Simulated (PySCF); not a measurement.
Mapped SMILES: `[CH2:1]=[C:2]([CH3:3])[c:4]1[cH:5][cH:6][cH:7][cH:8][cH:9]1`; H(Xn) means a hydrogen on atom n. Ha(C1) is cis to C3; Hb(C1) is trans to C3.

GIAO PBE0/pcSseg-1 shifts (PySCF 2.14.0 with density-fitted response routines, gas phase, non-relativistic, equivalent atoms averaged), each against references optimised in the same way as the molecule (TMS).

On the GFN2-xTB geometry: C2 154.2, C4 148.6, C6/C8 133.8, C7 133.1, C5/C9 131.4, C1 119.7, C3 24.9, H(C5)/H(C9) 7.65, H(C6)/H(C8) 7.62, H(C7) 7.56, Hb(C1) 5.55, Ha(C1) 5.44, H(C3) 2.27 ppm.

What changes on the PBE0-D3(BJ)/def2-SVP geometry?

## Answers


```json
{"atoms": "C2", "δ (ppm)": "151.6", "change": "-2.6"}
{"atoms": "C4", "δ (ppm)": "145.7", "change": "-2.9"}
{"atoms": "C6/C8", "δ (ppm)": "133.6", "change": "-0.2"}
{"atoms": "C7", "δ (ppm)": "133.3", "change": "+0.2"}
{"atoms": "C5/C9", "δ (ppm)": "130.7", "change": "-0.7"}
{"atoms": "C1", "δ (ppm)": "119.8", "change": "+0.1"}
{"atoms": "C3", "δ (ppm)": "23.7", "change": "-1.2"}
{"atoms": "H(C5)/H(C9)", "δ (ppm)": "7.56", "change": "-0.09"}
{"atoms": "H(C6)/H(C8)", "δ (ppm)": "7.43", "change": "-0.19"}
{"atoms": "H(C7)", "δ (ppm)": "7.37", "change": "-0.19"}
{"atoms": "Hb(C1)", "δ (ppm)": "5.75", "change": "+0.20"}
{"atoms": "Ha(C1)", "δ (ppm)": "5.42", "change": "-0.02"}
{"atoms": "H(C3)", "δ (ppm)": "2.16", "change": "-0.11"}
```

Bonds between heavy atoms that differ most (equivalent bonds averaged): C1–C2 1.329 → 1.343 Å, C2–C4 1.473 → 1.484 Å, C4–C5 1.394 → 1.404 Å, C5–C6 1.382 → 1.392 Å, C6–C7 1.385 → 1.394 Å. Mean change of bonds to hydrogen: C–H +0.013 Å.
